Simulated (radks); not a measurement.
The numbers below are computed, except where a source is named.
Isoelectronic series with 55 electrons, all held in the configuration [Xe] 6s1, which need not be the ground one along the series. Code: a radial shooting solver on a logarithmic mesh with Libxc functionals. Model: scalar-relativistic Kohn-Sham, PBEsol, spin-unpolarised, spherical densities, point nucleus. Total energies (hartree) and mean radii <r> (bohr):

| ion | E (hartree) | 6s | 5p | 5s | 4d |
|---|---|---|---|---|---|
| Cs | -7783.8051 | 5.679 | 2.085 | 1.740 | 0.8370 |
| Ba+ | -8132.1642 | 4.315 | 1.910 | 1.635 | 0.8007 |
| La2+ | -8489.3300 | 3.665 | 1.770 | 1.544 | 0.7676 |
| Ce3+ | -8855.3344 | 3.247 | 1.655 | 1.464 | 0.7373 |
| Pr4+ | -9230.2187 | 2.943 | 1.557 | 1.393 | 0.7096 |
| Nd5+ | -9614.0300 | 2.706 | 1.473 | 1.329 | 0.6840 |
| Pm6+ | -10006.8203 | 2.514 | 1.400 | 1.271 | 0.6603 |
| Sm7+ | -10408.6452 | 2.353 | 1.334 | 1.219 | 0.6383 |
| Eu8+ | -10819.5640 | 2.216 | 1.276 | 1.171 | 0.6178 |
| Gd9+ | -11239.6391 | 2.097 | 1.223 | 1.127 | 0.5987 |
| Tb10+ | -11668.9361 | 1.993 | 1.175 | 1.087 | 0.5808 |
| Dy11+ | -12107.5237 | 1.899 | 1.131 | 1.049 | 0.5639 |
| Ho12+ | -12555.4736 | 1.816 | 1.091 | 1.015 | 0.5481 |
| Er13+ | -13012.8606 | 1.740 | 1.053 | 0.9821 | 0.5331 |
| Tm14+ | -13479.7625 | 1.671 | 1.019 | 0.9517 | 0.5190 |
| Yb15+ | -13956.2603 | 1.608 | 0.9865 | 0.9231 | 0.5057 |
| Lu16+ | -14442.4385 | 1.550 | 0.9564 | 0.8963 | 0.4930 |
| Hf17+ | -14938.3845 | 1.496 | 0.9282 | 0.8710 | 0.4809 |
